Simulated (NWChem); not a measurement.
**Correlation energy of BCl (+1)**

```xyz
2

B      0.0000     0.0000     1.2392
Cl     0.0000     0.0000    -0.3645
```
Charge +1, spin multiplicity 2.

The numbers come from NWChem runs, not from measurements. The geometry was optimised at UPBE0/def2-SVP, a minimum by its harmonic frequencies.

Basis set: 6-311G**. Each correlation energy counts from its own Hartree-Fock reference.

The correlated methods keep 6 core orbitals frozen. The Pople sets run with spherical d functions. This spin state was chosen for the runs; another may lie lower. The structure started from a generated list of species. The unpaired electrons of the parent sit in orbitals of symmetry a1 (C2v labels of the run); other states weren't searched. No SCF solution was tested for a lower state. Open-shell Hartree-Fock references start from PBE0 orbitals. Coupled-cluster values serve here as a point of comparison, not as the truth.

```json
[
 {"method": "SCS-UMP2", "correlation energy (mHa)": "?"},
 {"method": "CCSD[T] on UHF", "correlation energy (mHa)": "?"},
 {"method": "UMP2", "correlation energy (mHa)": "-179.9"},
 {"method": "CCSD[T] on ROHF", "correlation energy (mHa)": "-208.2"},
 {"method": "CCSD(T) on ROHF", "correlation energy (mHa)": "-207.3"},
 {"method": "CCSD on ROHF", "correlation energy (mHa)": "-198.6"},
 {"method": "CCSD on UHF", "correlation energy (mHa)": "?"},
 {"method": "CCSD(T) on UHF", "correlation energy (mHa)": "-205.7"}
]
```

Q: Fill in the missing entries.

A: 
- SCS-UMP2, correlation energy (mHa): -173.8
- CCSD[T] on UHF, correlation energy (mHa): -206.5
- CCSD on UHF, correlation energy (mHa): -197.2
